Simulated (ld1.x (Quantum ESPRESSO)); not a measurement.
tantalum, TM: configuration errors across variants

tantalum, norm-conserving Troullier–Martins (Kleinman–Bylander form), made with ld1.x (Quantum ESPRESSO) 7.5 (PBE, scalar-relativistic). Core [Kr] 4d10 4f14, reference 5s2 5p6 5d3 6s2 6p0. Waves: 5p (bound): rc 2.10 bohr; 5d (bound): rc 1.65 bohr; 5s (bound): rc 1.75 bohr. Local part: the s channel. Core correction: none.

Occupied shells without a wave of their own: 6s. They enter only through the test configuration that unscreens the potential.

All-electron excitation energies from the reference (eV): (1) 5s2 5p6 5d3 6s1 6p0 8.467; (2) 5s2 5p6 5d3 6s0 6p0 23.439; (3) 5s2 5p6 5d2 6s0 6p0 47.043; (4) 5s2 5p6 5d3.5 6s1.5 6p0 0.989; (5) 5s2 5p6 5d3 6s0 6p2 8.595; (6) 5s2 5p6 5d3 6s1.5 6p0 3.461; (7) 5s2 5p6 5d3 6s1 6p1 4.178.

For the base: The 6s level has no wave, so the channel is fitted at the deeper level alone: the likely source of the large errors.

On the changes marked as counting shells twice: ld1.x takes every shell without a wave as core, so the model core holds the marked electrons as well and exchange and correlation see them twice. This cancels in the reference configuration, but the file is broken for other ones, and its errors say nothing about a proper core correction.

2 further variants failed, have other tests or too few solved ones, and are left out.

The file “base” misses its own reference levels by 1.6 eV. The file “wave 5p (bound): rc 2.10 bohr becomes 5p (bound): rc 3.18 bohr” misses its own reference levels by 1.6 eV. The file “wave 5s (bound): rc 1.75 bohr becomes 5s (bound): rc 1.42 bohr” misses its own reference levels by 0.4 eV. The file “core correction a·sin(br)/r model core inside 1.62 bohr (6s counted twice)” misses its own reference levels by 1.6 eV. The file “wave 5d (bound): rc 1.65 bohr becomes 5d (bound): rc 1.60 bohr” misses its own reference levels by 1.6 eV. The file “local potential the d channel” misses its own reference levels by 0.5 eV.

Errors AE − PS in meV (a dash: test not solved or not reliable):

```tsv
change	(1)	(2)	(3)	(4)	(5)	(6)	(7)	bound ghosts
base	-1973	-4881	-6535	-761	-3710	-885	-1706	none
wave 5p (bound): rc 2.10 bohr becomes 5p (bound): rc 3.18 bohr	-1973	-4888	-6555	-762	-3800	-885	-1745	none
wave 5s (bound): rc 1.75 bohr becomes 5s (bound): rc 1.42 bohr	-466	-1145	-1565	-177	-748	-209	-354	none
core correction a·sin(br)/r model core inside 1.62 bohr (6s counted twice)	-2086	-5356	-7358	-764	-3837	-912	-1740	none
wave 5d (bound): rc 1.65 bohr becomes 5d (bound): rc 1.60 bohr	-1973	-4881	-6535	-761	-3710	-885	-1706	none
type PAW; waves now 5s (bound): rcut 1.50, rcutus 1.75 bohr; 6s (bound): rcut 1.50, rcutus 1.75 bohr; 5p (bound): rcut 1.85, rcutus 2.10 bohr; 6p (bound): rcut 1.85, rcutus 2.10 bohr; 5d (bound): rcut 1.45, rcutus 1.65 bohr; 5d channel at 2.9 Ry: rcut 1.45, rcutus 1.65 bohr; local potential all-electron potential smoothed inside 1.95 bohr (lloc = -2); core correction a·sin(br)/r model core, default radius (ld1.x builds one for every PAW set, though the input has nlcc=.false.); augmentation BESSEL, radius 1.45 bohr	+1.3	+10	-4.6	-1.8	+6.0	+0.3	+1.7	none
local potential the d channel	+603	+1496	+2046	+225	+3738	+270	+1772	not determined
```

Give the same row for: wave 5d (bound): rc 1.65 bohr becomes 5d (bound): rc 2.20 bohr.

-1972, -4880, -6535, -761, -3710, -885, -1706; bound ghosts: none.
